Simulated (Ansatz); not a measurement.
Molecular dynamics of CH₂OSe

Input file:

```yaml
crystal:
  periodic: [false, false, false]
  atoms:
    - { symbol: O, position_ang: [-0.722579, -0.740603, 0.490447] }
    - { symbol: C, position_ang: [-0.181632, -0.388871, -0.64388] }
    - { symbol: Se, position_ang: [1.626972, 0.447901, -0.148355] }
    - { symbol: H, position_ang: [-1.598341, -1.143014, 0.269236] }
    - { symbol: H, position_ang: [0.925481, 1.750987, -0.008947] }
magnetization:
  spin_polarized: true
basis:
  gaussian: { orbitals: def2-SVP }
hamiltonian:
  xc: pbe
md:
  timestep: 0.5
  n_steps: 200
  ensemble: nve
  temperature: 100.0
  initial_velocities: maxwell_boltzmann
  seed: 2732
```

Command:

```bash
$ ansatz run input.yaml --threads 2 --pin off --max-ram 3072MiB --backend cpu --events-out ev --progress --plain --runs-dir out
```

It starts at the highest image of a converged band. Of that band: The profile has 2 maxima (images 1, 5) with wells between them (image 2): this band takes more than one step, which may be the mechanism or a detour left from its start path. Neighbouring images differ by up to 1.5 eV, so the band resolves the path poorly. A vibrational analysis at the climbing image gives one clearly imaginary mode, 507i cm⁻¹: a first-order saddle point.

Output, in part (one step line in 7, the closing report, with atoms numbered from 0):

```
md step     0: t =     0.00 fs  T =   100.0 K  F+E_penalty+E_count = -68439.50443177 eV  E_kin = 0.038778 eV  conserved = -68439.46565377 eV  (58 SCF iters)
md step     7: t =     3.50 fs  T =    70.0 K  F+E_penalty+E_count = -68439.49275529 eV  E_kin = 0.027163 eV  conserved = -68439.46559224 eV  (29 SCF iters)
md step    14: t =     7.00 fs  T =    32.2 K  F+E_penalty+E_count = -68439.47804787 eV  E_kin = 0.012498 eV  conserved = -68439.46555033 eV  (28 SCF iters)
md step    21: t =    10.50 fs  T =    33.2 K  F+E_penalty+E_count = -68439.47847086 eV  E_kin = 0.012868 eV  conserved = -68439.46560306 eV  (30 SCF iters)
md step    28: t =    14.00 fs  T =    45.5 K  F+E_penalty+E_count = -68439.48324491 eV  E_kin = 0.017628 eV  conserved = -68439.46561679 eV  (29 SCF iters)
md step    35: t =    17.50 fs  T =    51.4 K  F+E_penalty+E_count = -68439.48550905 eV  E_kin = 0.019938 eV  conserved = -68439.46557092 eV  (29 SCF iters)
md step    42: t =    21.00 fs  T =    67.6 K  F+E_penalty+E_count = -68439.49180682 eV  E_kin = 0.026228 eV  conserved = -68439.46557832 eV  (30 SCF iters)
md step    49: t =    24.50 fs  T =    87.3 K  F+E_penalty+E_count = -68439.49949064 eV  E_kin = 0.033858 eV  conserved = -68439.46563310 eV  (36 SCF iters)
md step    56: t =    28.00 fs  T =    83.4 K  F+E_penalty+E_count = -68439.49795490 eV  E_kin = 0.032355 eV  conserved = -68439.46560016 eV  (35 SCF iters)
md step    63: t =    31.50 fs  T =    98.0 K  F+E_penalty+E_count = -68439.50353029 eV  E_kin = 0.038001 eV  conserved = -68439.46552893 eV  (35 SCF iters)
md step    70: t =    35.00 fs  T =   194.8 K  F+E_penalty+E_count = -68439.54111412 eV  E_kin = 0.075554 eV  conserved = -68439.46556022 eV  (34 SCF iters)
md step    77: t =    38.50 fs  T =   354.5 K  F+E_penalty+E_count = -68439.60306066 eV  E_kin = 0.137452 eV  conserved = -68439.46560841 eV  (35 SCF iters)
md step    84: t =    42.00 fs  T =   555.9 K  F+E_penalty+E_count = -68439.68112823 eV  E_kin = 0.215560 eV  conserved = -68439.46556826 eV  (33 SCF iters)
md step    91: t =    45.50 fs  T =   832.8 K  F+E_penalty+E_count = -68439.78848143 eV  E_kin = 0.322934 eV  conserved = -68439.46554699 eV  (32 SCF iters)
md step    98: t =    49.00 fs  T =  1182.4 K  F+E_penalty+E_count = -68439.92413512 eV  E_kin = 0.458499 eV  conserved = -68439.46563580 eV  (32 SCF iters)
md step   105: t =    52.50 fs  T =  1529.3 K  F+E_penalty+E_count = -68440.05880030 eV  E_kin = 0.593042 eV  conserved = -68439.46575839 eV  (32 SCF iters)
md step   112: t =    56.00 fs  T =  1757.7 K  F+E_penalty+E_count = -68440.14740895 eV  E_kin = 0.681593 eV  conserved = -68439.46581629 eV  (31 SCF iters)
md step   119: t =    59.50 fs  T =  1761.5 K  F+E_penalty+E_count = -68440.14885504 eV  E_kin = 0.683060 eV  conserved = -68439.46579533 eV  (32 SCF iters)
md step   126: t =    63.00 fs  T =  1519.9 K  F+E_penalty+E_count = -68440.05512900 eV  E_kin = 0.589393 eV  conserved = -68439.46573591 eV  (31 SCF iters)
md step   133: t =    66.50 fs  T =  1148.6 K  F+E_penalty+E_count = -68439.91107010 eV  E_kin = 0.445399 eV  conserved = -68439.46567062 eV  (32 SCF iters)
md step   140: t =    70.00 fs  T =   801.7 K  F+E_penalty+E_count = -68439.77648672 eV  E_kin = 0.310880 eV  conserved = -68439.46560669 eV  (33 SCF iters)
md step   147: t =    73.50 fs  T =   551.9 K  F+E_penalty+E_count = -68439.67959131 eV  E_kin = 0.214032 eV  conserved = -68439.46555919 eV  (35 SCF iters)
md step   154: t =    77.00 fs  T =   394.2 K  F+E_penalty+E_count = -68439.61844938 eV  E_kin = 0.152866 eV  conserved = -68439.46558383 eV  (34 SCF iters)
md step   161: t =    80.50 fs  T =   291.8 K  F+E_penalty+E_count = -68439.57880210 eV  E_kin = 0.113172 eV  conserved = -68439.46563053 eV  (34 SCF iters)
md step   168: t =    84.00 fs  T =   210.9 K  F+E_penalty+E_count = -68439.54740095 eV  E_kin = 0.081772 eV  conserved = -68439.46562893 eV  (35 SCF iters)
md step   175: t =    87.50 fs  T =   147.4 K  F+E_penalty+E_count = -68439.52273731 eV  E_kin = 0.057171 eV  conserved = -68439.46556642 eV  (35 SCF iters)
md step   182: t =    91.00 fs  T =   158.6 K  F+E_penalty+E_count = -68439.52706339 eV  E_kin = 0.061514 eV  conserved = -68439.46554901 eV  (35 SCF iters)
md step   189: t =    94.50 fs  T =   291.3 K  F+E_penalty+E_count = -68439.57857925 eV  E_kin = 0.112978 eV  conserved = -68439.46560121 eV  (34 SCF iters)
md step   196: t =    98.00 fs  T =   518.7 K  F+E_penalty+E_count = -68439.66675901 eV  E_kin = 0.201142 eV  conserved = -68439.46561733 eV  (34 SCF iters)
md step   200: t =   100.00 fs  T =   669.3 K  F+E_penalty+E_count = -68439.72519122 eV  E_kin = 0.259541 eV  conserved = -68439.46565020 eV  (41 SCF iters)
Total energy: -68439.72521342 eV, -2515.1135114811 hartree
Atom 0 at    -0.579377    -0.907005     0.426061 Å, force    -0.566323     0.258011    -0.075525 eV/Å
Atom 1 at    -0.349230    -0.065901    -0.563837 Å, force     1.331426    -0.424366     0.467308 eV/Å
Atom 2 at     1.608935     0.454658    -0.128569 Å, force    -0.464467    -0.246849    -0.584341 eV/Å
Atom 3 at    -1.505165    -1.216161     0.313082 Å, force    -0.240727    -0.025009     0.067730 eV/Å
Atom 4 at     1.969522     0.087488    -1.534709 Å, force    -0.059909     0.438213     0.124827 eV/Å
Dipole moment:    -0.320163    -0.327315     0.110871 e Å
```

The run went to its last step. The conserved energy stayed within 0.04 meV per atom of its start (net change 0.0008 meV per atom), so the integration is sound. The kinetic energy rose, since the run started high on the potential surface and went downhill. A run of 0.1 ps of so small a system gives no equilibrium averages. The orbitals were unrestricted but ended closed-shell.

Between its relaxed ends the band would form O1–H4 and break C2–H4. These pairs go: O1–H4 0.99 → 0.98 Å, C2–H4 1.85 → 1.85 Å. In the last frame they stand as after the step (other bonds may differ from the relaxed reactants and products). It ends as one piece, CH2OSe. Pairs count as bonded within 1.25 times the sum of covalent radii (0.12 Å more for H–H).

Last frame:

```xyz
5
Properties=species:S:1:pos:R:3
O -0.579 -0.907 0.426
C -0.349 -0.066 -0.564
Se 1.609 0.455 -0.129
H -1.505 -1.216 0.313
H 1.970 0.087 -1.535
```

The run took 4 min on 2 threads of Intel(R) Xeon(R) Platinum 8259CL CPU @ 2.50GHz (Skylake/Cascade Lake), with other jobs on the host, peak memory 0.15 GiB.
